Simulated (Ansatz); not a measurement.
`F[CH]1[CH2][Al]1[SiH3]` → `[CH3][Al]1[CH2][SiH]1F`  (isomerisation)

Gas-phase electronic energies from Ansatz, PBE0-D4/def2-TZVP geometries. CBS: MP2 limit from def2 TZ/QZ plus the TZ coupled-cluster correction, frozen cores. DFT in def2-TZVPP. B3LYP here is the variant with VWN-RPA as its local correlation; programs differ in this.

Q: Is it downhill or uphill in electronic energy at CCSD(T)/CBS, and by how much? (Best estimate.)

A: Ansatz gave: Downhill: ΔE = -70.2 kcal/mol.

Q: What do these levels give: r2SCAN-D4, PBE0-D4, B3LYP-D4, ωB97X-V, B2PLYP, HF/def2-TZVPP, MP2/def2-TZVPP, CCSD(T)/def2-TZVPP, MP2/def2-QZVPP, SCS-MP2/def2-QZVPP, HF/CBS(def2), CCSD/CBS(def2)? (Estimate.)

A: Computed: r2SCAN-D4 -68.7, PBE0-D4 -66.9, B3LYP-D4 -67.0, ωB97X-V -66.8, B2PLYP -69.0, HF/def2-TZVPP -68.3, MP2/def2-TZVPP -72.7, CCSD(T)/def2-TZVPP -68.8, MP2/def2-QZVPP -73.6, SCS-MP2/def2-QZVPP -71.3, HF/CBS(def2) -68.6, CCSD/CBS(def2) -70.3 kcal/mol.

Largest T1 diagnostic among the species: 0.014.

From PBE to PBE0 (25 % exact exchange), in def2-TZVPP and without D4, ΔE moves by −2.3 kcal/mol.
